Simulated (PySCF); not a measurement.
F₅Nb, charge +1, multiplicity 2. Atoms are numbered in the order given.

```xyz
6

Nb     0.0000     0.0000    -0.1430
F      1.4620     0.0000    -1.1797
F     -1.4620     0.0000    -1.1797
F      0.0000     0.0000     1.9332
F      0.0000     1.7223     0.5389
F      0.0000    -1.7223     0.5389
```
Charge +1, spin multiplicity 2.

The structure is a stationary point at r2SCAN-D4/def2-SVP. The geometry has at least one imaginary mode, so it is a saddle point at that level. The spin state was assumed, not searched. The isomer is the one that the SMILES or the coordinates give; other isomers of the formula were not compared. The def2 effective core potentials stand for the cores of Nb; spin–orbit coupling is left out.

These are PySCF with r2SCAN-D4/def2-SVP values and carry that method's errors.

Frequencies are harmonic and unscaled.

```tsv
mode	ν (cm⁻¹)	IR (km/mol)	moving atoms (share of kinetic energy)
1	336i	15.3	F 86 %, Nb 14 %
2	36	0.2	F 100 %
3	171	6.0	F 99 %
4	172	19.1	F 74 %, Nb 26 %
5	194	0.0	F 100 %
6	197	16.8	F 83 %, Nb 17 %
7	261	8.7	F 72 %, Nb 28 %
8	289	13.8	F 99 %
9	661	39.3	F 81 %, Nb 19 %
10	701	37.7	F 94 %
11	811	83.3	F 85 %, Nb 15 %
12	830	144.7	F 77 %, Nb 23 %
```
